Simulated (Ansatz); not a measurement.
C3H8BFOS, SMILES `CC(C)OB(F)S`. The species carries charge 0 and has multiplicity 1.

```xyz
15

C    -1.054   -0.089    1.245
C     0.012   -0.521    0.263
C     1.336   -0.821    0.925
O     0.239    0.538   -0.682
B    -0.457    0.634   -1.825
F    -1.387   -0.266   -2.157
S    -0.177    1.990   -2.998
H    -1.997    0.115    0.733
H    -0.741    0.816    1.771
H    -1.231   -0.874    1.983
H    -0.334   -1.404   -0.284
H     2.083   -1.111    0.184
H     1.225   -1.637    1.641
H     1.703    0.060    1.458
H     0.778    2.572   -2.256
```

Give the diagnostics of a CCSD(T)/def2-TZVPP run (frozen core, the Gaussian-basis code of Ansatz). (Best estimate.)

Ansatz gave: T1 = 0.0118, largest single amplitude 0.019, largest double 0.032, (T) share of the correlation energy 3.7 %, 9 CCSD cycles. The RHF solution is stable towards an unrestricted one. T1 lies under the customary mark of 0.02 for closed shells.
